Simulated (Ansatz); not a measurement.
Ligand exchange: C3H7F + Si2H6O5 → C3H7FO + Si2H6O4

Species: C3H7F (2-fluoropropane) `CC(C)F`, singlet; Si2H6O5 `O[SiH2]O[Si](O)(O)O`, singlet; C3H7FO `CC(C)(O)F`, singlet; Si2H6O4 `O[SiH2]O[SiH](O)O`, singlet. The partners trade H for OH: C–H and Si–OH bonds give way to C–OH and Si–H.

Shapes, held fixed at every level: PBE0-D4/def2-TZVP. Flexible molecules stand in one conformer, not always the lowest. Programs: Ansatz 0.2.0. Electronic energies: no zero-point or thermal term.

```csv
level,kind,ΔE (kJ/mol),less CCSD(T)/CBS estimate
PBE-D4/def2-TZVPP,GGA,+141.8,-12.7
r2SCAN-D4/def2-TZVPP,meta-GGA,+150.7,-3.8
B3LYP-D4/def2-TZVPP,global hybrid,+153.0,-1.5
PBE0-D4/def2-TZVPP,global hybrid,+148.2,-6.3
wB97X-V/def2-TZVPP,range-separated hybrid,+146.8,-7.7
B2PLYP/def2-TZVPP,double hybrid,+154.0,-0.5
CCSD(T)/def2-TZVPP,coupled cluster or CI,+152.9,-1.6
CCSD(T)/CBS estimate,coupled cluster or CI,+154.5,0.0
```

The highest level, CCSD(T)/CBS estimate, gives ΔE = +154.5 kJ/mol; the levels span +141.8 to +154.5. The column of differences is taken from that level and isn't an error. No measured value is set beside it here. The CBS estimate extrapolates MP2 from def2-TZVPP and def2-QZVPP and adds CCSD(T) − MP2 in the triple-zeta set, cores frozen.
